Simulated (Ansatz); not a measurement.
## Worked example: CH6Cl2Si2 + GeH3Cl → Si2H3Cl3 + GeH3(CH3)

Species: CH6Cl2Si2 `C[SiH2][SiH](Cl)Cl`, singlet; GeH3Cl (chlorogermane) `[Cl][GeH3]`, singlet; Si2H3Cl3 `Cl[SiH2][SiH](Cl)Cl`, singlet; GeH3(CH3) (methyl germane), singlet. The partners trade CH3 for Cl: Si–CH3 and Ge–Cl bonds give way to Si–Cl and Ge–CH3.

Shapes, held fixed at every level: PBE0-D4/def2-TZVP. Flexible molecules stand in one conformer, not always the lowest. Programs: Ansatz 0.2.0. The zero-point and thermal change to 298 K, harmonic and unscaled (PBE0-D4/def2-TZVP), is +0.1 kJ/mol.

At CCSD(T)/def2-TZVPP; 1 Eh = 2625.50 kJ/mol:

| species | energy (Eh) |
| --- | --- |
| CH6Cl2Si2 | -1539.315984 |
| GeH3Cl | -2537.162724 |
| Si2H3Cl3 | -1959.242521 |
| GeH3(CH3) | -2117.237880 |

Question: Work out ΔH(298 K) of the reaction at this level.

Answer: 
1. Products less reactants: (-1959.242521) + (-2117.237880) − [(-1539.315984) + (-2537.162724)] = -0.001693 Eh = -4.4 kJ/mol.
2. With the thermal change: -4.4 + (+0.1) = -4.3 kJ/mol.

Other levels give -3.3 (B2PLYP/def2-TZVPP) to -1.3 kJ/mol (B3LYP-D4/def2-TZVPP). No measured value is set beside it here. Relativity is left out for Ge. Outer-core shells of Ge are correlated in most correlated rows, in sets that cover them unevenly.
